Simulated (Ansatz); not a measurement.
Gas-phase electronic energies from Ansatz, PBE0-D4/def2-TZVP geometries. CCSD(T)/CBS is the MP2 limit (def2-TZVPP, def2-QZVPP) plus CCSD(T) − MP2 in def2-TZVPP, frozen cores. Functionals use def2-TZVPP. Elements past krypton have def2 core potentials. For In, Se, Te outer-core shells are correlated without core-valence functions, which leaves a few kJ/mol of doubt a bond. Scalar relativity is left out up to krypton. Each species was taken in one conformer, which may not be the lowest.

Reaction (redistribution): `[CH3][In]([CH3])[NH2]` + `[SeH][SiH2][TeH]` → `[CH3][In]([NH2])[SiH2][TeH]` + `C[SeH]`

| level | ΔE (kJ/mol) |
| --- | --- |
| LDA (SPW92) | 43.1 |
| CAM-B3LYP-D4 | 48.7 |
| B2PLYP | 49.5 |
| CCSD(T)/def2-TZVPP | 47.4 |

What does CCSD(T)/CBS give? (An estimate is asked.)

The calculation gave: +51.3 kJ/mol. The listed levels differ from it by -8.2, -2.6, -1.8, -3.9 kJ/mol.

Largest T1 diagnostic among the species: 0.013.

From PBE to PBE0 (25 % exact exchange), in def2-TZVPP and without D4, ΔE moves by +3.4 kJ/mol. Leaving LDA and LC-ωPBE aside and taking each functional with its dispersion term where it has one, the values, not all of them listed here, spread over 10.4 kJ/mol, from revPBE-D4 to ωB97M-V. At CCSD(T), def2-SVP lies −11.6 kJ/mol from the extrapolated value and def2-TZVPP −3.9 kJ/mol.
